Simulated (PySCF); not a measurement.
Cl3Hf, neutral, multiplicity 2. Atoms are numbered in the order given.

```xyz
4

Hf     0.0000     0.0000     0.0000
Cl     2.3346     0.0000     0.0000
Cl    -1.1673    -2.0218     0.0000
Cl    -1.1673     2.0218     0.0000
```
Charge 0, spin multiplicity 2.

Geometry: PBE0-D3(BJ)/def2-SVP. The multiplicity is an assumed one; other spin states were not compared. The isomer is the one that the SMILES or the coordinates give; other isomers of the formula were not compared. The def2 effective core potentials stand for the cores of Hf; spin–orbit coupling is left out.

Calculation: PySCF 2.14.0 with TDA-B3LYP/def2-SVPD.

Vertical excitations; the highest root listed may be one member of a degenerate set. 

```tsv
state	energy (eV)	λ (nm)	f	main pairs
root 1	1.55	800	0.000	α HOMO→LUMO (degenerate set)
root 2	1.55	800	0.000	α HOMO→LUMO+1 (degenerate set)
root 3	2.79	445	0.003	α HOMO→LUMO+2 (degenerate set)
root 4	2.79	445	0.003	α HOMO→LUMO+3 (degenerate set)
root 5	4.53	274	0.213	α HOMO→LUMO+4 95 %
root 6	4.64	267	0.000	α HOMO→LUMO+5 95 %
root 7	5.37	231	0.000	β HOMO→LUMO 100 %
root 8	5.61	221	0.000	α HOMO−1→LUMO+1 (degenerate set)
root 9	5.61	221	0.000	α HOMO−1→LUMO (degenerate set)
root 10	5.63	220	0.059	β HOMO−1→LUMO 94 %
```
Unrestricted roots are not spin-pure.
